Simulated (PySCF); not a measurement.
# Spin–spin coupling constants

Cartesian coordinates in Å; atom numbers follow the order of the lines, from 1:
```xyz
15

C     1.9159    0.3461   -0.3236
C     0.4902    0.4895    0.1621
C    -0.1547   -0.7292    0.8695
C    -1.6522   -0.5578    0.5307
Ge   -1.0967    0.5140   -1.0359
H     2.6135    0.1820    0.5158
H     2.0234   -0.5087   -1.0108
H     2.2547    1.2460   -0.8600
H     0.3968    1.3755    0.8148
H     0.2250   -1.6538    0.4003
H     0.0749   -0.8058    1.9473
H    -2.1712    0.0838    1.2597
H    -2.2328   -1.4814    0.4023
H    -0.9162   -0.3038   -2.3325
H    -1.8144    1.8421   -1.3569
```

Method: B3LYP/pcJ-1 (pcSseg-1 on Ge) (without the spin–dipole term)//PBE0-D3(BJ)/def2-SVP, PySCF; isolated molecule, single conformer, non-relativistic. Couplings are averaged over pairs made equivalent by symmetry, fast rotation or ring inversion, so a value needn't be that of the named pair in this geometry, while other rotamers aren't included; one pair stands for each set, and the list holds a selection of those of at least 1.5 Hz over up to four bonds.

Isotopes: 13C, 1H.

```
    pair  bonds  J (Hz)
  C1, C2      1    38.7
  C1, H6      1   131.9
  C2, C3      1       ?
  C2, H9      1   135.6
  C3, C4      1    31.5
 C3, H10      1   132.6
 C3, H11      1   139.7
 C4, H12      1       ?
 C4, H13      1       ?
  C1, H9      2       ?
 C2, H10      2    -3.6
 C2, H11      2    -1.7
 C2, H14      2       ?
  C3, H9      2    -3.9
 C3, H13      2       ?
 C4, H15      2     4.0
H12, H13      2   -13.1
H14, H15      2       ?
 C1, H10      3     6.0
  C3, H6      3     6.6
  H6, H9      3     8.5
 H9, H11      3     9.9
H10, H12      3    14.7
H12, H14      3       ?
H13, H14      3     1.8
 C1, H13      4     2.2
```

Q: Estimate the withheld couplings, with signs.

A: 
- 1J(C2,C3) = 30.7 Hz (bond length 1.550 Å)
- 1J(C4,H12) = 139.1 Hz (bond length 1.101 Å, sp3 carbon)
- 1J(C4,H13) = 149.2 Hz (bond length 1.098 Å, sp3 carbon)
- 2J(C1,H9) = -2.8 Hz (angle at C2 110°)
- 2J(C2,H14) = 3.4 Hz (angle at Ge5 114°)
- 2J(C3,H13) = -1.5 Hz (angle at C4 116°)
- 2J(H14,H15) = 21.8 Hz (angle at Ge5 110°)
- 3J(H12,H14) = 5.1 Hz (dihedral angle 155°)

Relativistic effects of the heavier atoms present are left out.
